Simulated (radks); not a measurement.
The numbers below are computed, except where a source is named.
Task: Excited configurations of the lutetium ion Lu+: one electron is placed in a higher orbital outside [Xe] 4f14 6s1. The ground configuration is [Xe] 4f14 6s2. Level of theory: Dirac Kohn-Sham, PBE, spin-unpolarised, spherical densities, finite nucleus; open shells fill j = l - 1/2 first; Fermi nuclear charge, rms radius 5.37 fm (a radial shooting solver on a logarithmic mesh with Libxc functionals). Excitation = E - E(ground); binding = E(ion) - E, where the ion is the core of charge +2; n* = 2/sqrt(2 binding) in atomic units, and the quantum defect is n - n*.

| outer orbital | excitation (eV) | binding (eV) | n* | quantum defect | eigenvalue (eV) | <r> (bohr) |
|---|---|---|---|---|---|---|
| 5d3/2 | 1.871 | 12.396 | 2.095 | 2.905 | -8.036 | 2.457 |
| 6p1/2 | 4.086 | 10.181 | 2.312 | 3.688 | -7.584 | 3.975 |
| 6d3/2 | 9.116 | 5.151 | 3.250 | 2.750 | -3.781 | 6.749 |
| 6f5/2 | 11.778 | 2.489 | 4.676 | 1.324 | -1.858 | 14.07 |
| 7s1/2 | 8.146 | 6.121 | 2.982 | 4.018 | -4.821 | 6.958 |
| 7d3/2 | 11.129 | 3.139 | 4.164 | 2.836 | -2.421 | 12.23 |
| 7f5/2 | 12.504 | 1.763 | 5.556 | 1.444 | -1.378 | 21.38 |

Estimate the row for 7p1/2.

Result: excitation (eV) 9.357; binding (eV) 4.910; n* 3.329; quantum defect 3.671; eigenvalue (eV) -3.828; <r> (bohr) 8.258. The Delta-SCF ionisation energy is 14.267 eV (NIST Atomic Spectra Database: 14.13 eV, semi-empirical). Self-interaction in the functional shifts the binding energies and quantum defects, so they are the method's values and not measured ones. Spin polarisation and multiplet splitting are left out, so open shells lie too high by an amount that depends on their filling.

Beside tabulated values, note that spin-unpolarised runs miss the spin-polarisation part of the exchange energy of open shells.
